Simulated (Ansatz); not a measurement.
Coupled-cluster diagnostics for the cluster NaLi4 (the lowest doublet isomer of a short search), Ansatz.

Geometry of the doublet (r2SCAN/def2-TZVP):

Cartesian coordinates in Å:
```
Li -0.7042 1.0541 -1.2354
Li 0.5811 -1.6554 -1.8984
Li 1.6533 -0.0202 0.4423
Li -0.8669 -1.1662 0.6939
Na -0.6632 1.7876 1.9977
```

Correlated methods freeze 1 core orbital; core or outer-core shells of Li, Na are correlated, in sets that lack core-valence functions. In CCSD on the charge 0 doublet the largest single amplitude is 0.22, so its Hartree–Fock determinant may place the open shell otherwise than the density functionals do. The geometry of the doublet was relaxed on an unsound state (⟨S²⟩ 1.40, where a pure state has 0.75). At PBE0/def2-TZVPD a triplet of charge -1 lies 0.38 eV below the restricted singlet at the same geometry. The structure comes from a short search, and lower isomers may exist.

Geometry of the charge 0 quartet (r2SCAN/def2-TZVP):

```tsv
atom	x (Å)	y (Å)	z (Å)
Li1	-0.3915	1.3615	1.0636
Li2	0.3882	1.6148	-1.7600
Li3	1.6928	-0.5011	-0.1790
Li4	-1.2514	-0.7157	-1.0362
Na5	-0.4381	-1.7596	1.9117
```

(1) Estimate the CCSD(T) correlation energy, the shares of MP2 and (T), T1 and the reference's ⟨S²⟩ for: charge 0, doublet, own geometry in def2-TZVPP; charge 0, doublet, own geometry in def2-TZVPD; charge 0, quartet, own geometry in def2-TZVPP; charge 1, singlet, vertical in def2-TZVPP; charge -1, singlet, vertical in def2-TZVPD; and the rough time on 4 threads of Arm Neoverse V1 on a shared host.

Answers

(1) 
```json
{"state": "charge 0, doublet, own geometry", "basis": "def2-TZVPP", "correlation (eV)": "-10.564", "MP2 share (%)": "85.5", "(T) share (%)": "2.2", "T1": "0.075", "⟨S²⟩ (pure)": "1.73 (0.75)", "wall time": "20 s", "remarks": "large T1 (0.075), spin-contaminated (⟨S²⟩ 1.73)"}
{"state": "charge 0, doublet, own geometry", "basis": "def2-TZVPD", "correlation (eV)": "-10.300", "MP2 share (%)": "85.8", "(T) share (%)": "2.0", "T1": "0.075", "⟨S²⟩ (pure)": "1.68 (0.75)", "wall time": "19 s", "remarks": "large T1 (0.075), spin-contaminated (⟨S²⟩ 1.68)"}
{"state": "charge 0, quartet, own geometry", "basis": "def2-TZVPP", "correlation (eV)": "-10.398", "MP2 share (%)": "87.0", "(T) share (%)": "2.2", "T1": "0.043", "⟨S²⟩ (pure)": "3.91 (3.75)", "wall time": "14 s", "remarks": "spin-contaminated (⟨S²⟩ 3.91)"}
{"state": "charge 1, singlet, vertical", "basis": "def2-TZVPP", "correlation (eV)": "-10.493", "MP2 share (%)": "87.9", "(T) share (%)": "1.5", "T1": "0.008", "⟨S²⟩ (pure)": "0.00 (0.00)", "wall time": "3.7 s", "remarks": "restricted SCF unstable"}
{"state": "charge -1, singlet, vertical", "basis": "def2-TZVPD", "correlation (eV)": "-11.413", "MP2 share (%)": "87.2", "(T) share (%)": "2.9", "T1": "0.023", "⟨S²⟩ (pure)": "0.00 (0.00)", "wall time": "14 s", "remarks": "large T1 (0.023), restricted SCF unstable"}
```
Customary marks for T1 are 0.02 (closed shells), 0.045 (open shells) and about 0.05 (3d metals). T1 exceeds 0.02 in 4 of 5 rows and 0.045 in 2; the higher it lies, the less the single-reference result can be trusted.
